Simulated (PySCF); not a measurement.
These are PBE-D3(BJ)/def2-TZVP // r2SCAN-D4/def2-SVP (PySCF) values and carry that method's errors. All species are isolated molecules in the gas phase. One relaxed conformer stands for a flexible species; it need not be the lowest. Excitations are Tamm–Dancoff values on a coarser integration grid. The basis has no diffuse functions, so Rydberg states are missing or too high.

Reference species (SMILES): `Bc1cc2ccc(C#N)cc2s1` (neutral, multiplicity 1).

```
Quantity                                        Value
-------------------------------------------  --------
brightest of the four lowest singlets (TDA)   3.83 eV
T1 excitation (TDA)                           2.26 eV
HOMO                                         -6.26 eV
HOMO–LUMO gap                                 2.53 eV
```

Changed species: `Bc1c(C#N)sc2ccccc12`.

Task: What does the change do to the brightest of the four lowest singlets (TDA), T1 excitation (TDA), HOMO and HOMO–LUMO gap?

Result: the brightest of the four lowest singlets (TDA) falls by 0.37 eV, to 3.46 eV; the T1 excitation (TDA) goes up by 0.08 eV, to 2.34 eV; the HOMO drops by 0.06 eV, to -6.32 eV; the HOMO–LUMO gap increases by 0.08 eV, to 2.61 eV.
